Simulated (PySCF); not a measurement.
A structure optimised at B3LYP-D3(BJ)/def2-TZVP, used in a PySCF frequency run:

```
Al
F 1 1.6479
H 1 1.5593 2 119.16
I 1 2.4639 3 123.22 2 180.00
```

### Question
Write its SMILES, formula and point group.

### Answer
[F][AlH][I], AlFHI, Cs

### Question
What are its rotational constants (standard atomic weights)?

### Answer
23.674, 1.7379, 1.6191 GHz
